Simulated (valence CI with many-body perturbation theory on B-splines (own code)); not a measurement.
## Which ion has this spectrum?

A relativistic CI+MBPT calculation for an atom or ion with 14 electrons gives these levels (eV):

| J | Parity | E | g |
| --- | --- | --- | --- |
| 0 | even | 0.0 |  |
| 1 | even | 479.7 | 1.49 |
| 2 | even | 489.6 | 1.16 |
| 2 | odd | 667.7 | 1.51 |
| 1 | odd | 696.9 | 1.05 |
| 2 | odd | 718.8 | 0.75 |
| 1 | odd | 767.9 | 0.88 |
| 2 | odd | 850.5 | 1.28 |
| 3 | odd | 852.0 | 1.10 |
| 1 | even | 911.6 | 0.45 |
| 2 | even | 919.7 | 1.12 |
| 2 | even | 977.2 | 1.31 |
| 0 | even | 999.2 |  |
| 3 | even | 1038.0 | 1.34 |

The energies are calculated, and their last digits are not significant.

Which is it?
A. Pt64+
B. Tl67+
C. Os62+
D. Au65+

D. Au65+, ground level (3s^2 3p1/2^2) J=0.
